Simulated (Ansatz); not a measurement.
Cartesian coordinates in Å:
```
F -0.231 -1.275 -1.882
B -0.562 -1.163 -0.610
Ge -0.410 0.686 0.325
S 1.653 0.626 1.205
H -0.854 -2.169 -0.026
H -0.549 1.923 -0.582
H -1.319 0.837 1.553
H 2.272 0.536 0.016
```

The species carries charge 0 and has multiplicity 1.

Problem. List the B3LYP/def2-TZVPP orbital energies in eV (Ansatz 0.2.0). (Estimate.)

Solution. The calculation gave: Occupied: -10850.52, -2417.88, -1354.91, -1205.83, -1205.80, -1205.79, -672.55, -215.88, -185.83, -169.44, -160.43, -160.37, -160.23, -119.74, -119.66, -119.63, -33.77, -33.30, -33.25, -33.21, -33.16, -33.15, -19.91, -16.05, -14.96, -13.52, -13.21, -11.84, -11.16, -9.59, -9.15, -8.22, -6.95. Lowest empty: -2.15, 0.02, 0.36, 0.59, 1.21, 1.65, 2.01, 2.36.

B3LYP here is the variant with VWN-RPA as its local correlation; programs differ in this.
